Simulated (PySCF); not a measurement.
B: excitation energy

B [He] 2s2 2p1 (2P) → B [He] 2s1 2p2 (4P), as a difference of total energies. All numbers are calculated (PySCF 2.14, the spin-free X2C one-electron Hamiltonian (Gaussian nucleus), in aug-cc-pCVTZ-DK). Correlated levels: valence: 1s2 frozen. The calculations carry no spin-orbit coupling.

```
           method  excitation energy (cm⁻¹)
              UHF                     17764
    MP2 (valence)                     25139
SCS-MP2 (valence)                     28176
   CCSD (valence)                     28545
CCSD(T) (valence)                     28823
```
